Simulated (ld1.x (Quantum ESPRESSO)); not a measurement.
# What one change does to a pseudopotential (Pb (Z = 82), TM)

| Quantity | Value |
| --- | --- |
| Element | Pb (Z = 82) |
| Generator | ld1.x (Quantum ESPRESSO) 7.5 |
| Type | norm-conserving Troullier–Martins (Kleinman–Bylander form) |
| Functional | LDA (PZ) |
| Relativity | scalar-relativistic |
| Frozen core | [Xe] 4f14 5d10 |
| Valence charge | 4 |
| Reference configuration | 6s1 6p3 |
| Partial waves | 6s (bound): rc 1.75 bohr; 6p (bound): rc 2.10 bohr; 6d channel at 0.3 Ry: rc 1.90 bohr |
| Local potential | the d channel |
| Core correction | Bessel-smoothed model core inside 0.95 bohr |

Change: wave 6s (bound): rc 1.75 bohr becomes 6s (bound): rc 2.72 bohr.

Cutoffs: the cutoffs (Ry, on a coarse ladder) from which the occupation-weighted sum of valence levels, in a spherical-Bessel basis at the reference potential, stays within 10 and 1 mRy of its value at 400 Ry; they do not see the model core or the augmentation charge, which bear on the density cutoff. Errors are all-electron minus pseudo energies relative to the spin-unpolarised reference configuration.

Problem. How do hardness, ghosts and transferability respond?

Solution. The potential gets softer (35 Ry and 50 Ry → 21 Ry and 40 Ry); both files keep a bound ghost (p, s); of the 9 tests that both files solve, the error grows in 8 and shrinks in 0 by more than 15 % and 0.3 meV (median size 34.5 → 54.6 meV). A larger radius leaves more room for a smooth pseudo-wave, so fewer plane waves are needed. More of the atom is replaced by a form fitted at one configuration, so other configurations suffer.

| quantity | base | changed |
| --- | --- | --- |
| cutoff, loose | 35 Ry | 21 Ry |
| cutoff, tight | 50 Ry | 40 Ry |
| loose cutoff by channel (10 mRy a level) | s 30 Ry, p 12 Ry | s 8 Ry, p 12 Ry |
| bound ghosts | s, p | s, p |
| error for 6s2 6p2, meV [ΔE -8.82 eV] | -35 | -55 |
| error for 6s2 6p1, meV [ΔE -1.99 eV] | -16 | -36 |
| error for 6s2 6p0, meV [ΔE 11.77 eV] | -50 | -63 |
| error for 6s0 6p4, meV [ΔE 9.21 eV] | -36 | -59 |
| error for 6s2 6p1.5, meV [ΔE -6.21 eV] | -23 | -44 |
| error for 6s1 6p2, meV [ΔE 7.61 eV] | -17 | -17 |
| error for 6s2 6p2.3, meV [ΔE -9.68 eV] | -40 | -60 |
| error for 6s1 6p3 (spin-polarised), meV [ΔE -1.86 eV] | -25 | -40 |
| error for 6s2 6p2 (spin-polarised), meV [ΔE -9.27 eV] | -38 | -58 |

 A true bound ghost makes a file unfit for plane-wave use even where its test errors are small: the radial tests pick states by their node count and pass the ghost by.
